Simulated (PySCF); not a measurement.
**CaH: frontier orbitals**

PBE0 at R = 1.988 Å; Ca def2-SVP, H def2-SVP; no relativity (PySCF 2.14). State: ²Σ⁺ (doublet), unpaired electrons σ ↑. Only the outer orbitals are listed, counted within each symmetry.

| spin | orbital | occ. | ε (eV) | on Ca (%) | main shells (%) |
| --- | --- | --- | --- | --- | --- |
| α | 4σ | 1 | -49.89 | 100 | 100 Ca s |
| α | 2π | 1 | -29.91 | 100 | 100 Ca p |
| α | 2π | 1 | -29.91 | 100 | 100 Ca p |
| α | 5σ | 1 | -29.69 | 100 | 100 Ca p |
| α | 6σ | 1 | -6.46 | 39 | 61 H s, 25 Ca s, 9 Ca d |
| α | 7σ | 1 | -3.94 | 94 | 63 Ca s, 22 Ca p, 8 Ca d |
| α | 3π | 0 | -0.59 | 100 | 61 Ca p, 39 Ca d |
| α | 3π | 0 | -0.59 | 100 | 61 Ca p, 39 Ca d |
| α | 8σ | 0 | -0.35 | 96 | 67 Ca d, 29 Ca p |
| β | 4σ | 1 | -49.75 | 100 | 100 Ca s |
| β | 2π | 1 | -29.81 | 100 | 100 Ca p |
| β | 2π | 1 | -29.81 | 100 | 100 Ca p |
| β | 5σ | 1 | -29.48 | 100 | 100 Ca p |
| β | 6σ | 1 | -6.05 | 43 | 57 H s, 26 Ca s, 10 Ca d |
| β | 7σ | 0 | -1.80 | 93 | 69 Ca s, 16 Ca p, 9 Ca d |
| β | 1δ | 0 | 0.17 | 100 | 100 Ca d |
| β | 1δ | 0 | 0.17 | 100 | 100 Ca d |

Question: Which are the highest filled and the lowest empty level, where do they sit, and how wide is the gap?

Answer: Highest filled α 7σ at -3.94 eV (in %: 63 Ca s, 22 Ca p, 8 Ca d); lowest empty β 7σ at -1.80 eV (in %: 69 Ca s, 16 Ca p, 9 Ca d); the gap at PBE0 is 2.14 eV.

- bond order (Mayer): 0.92
- ⟨S²⟩: 0.751
- charge on Ca (Mulliken, basis-dependent): 0.25
- charge on Ca (Löwdin, basis-dependent): 0.25
- dipole moment (positive dipole means Ca(−)H(+)): -3.09 D
- polarisability along the bond: 77.0 bohr³
- polarisability across the bond: 113.4 bohr³

The state is the lowest determinant that a PBE0 search found; another state may lie lower at other levels.
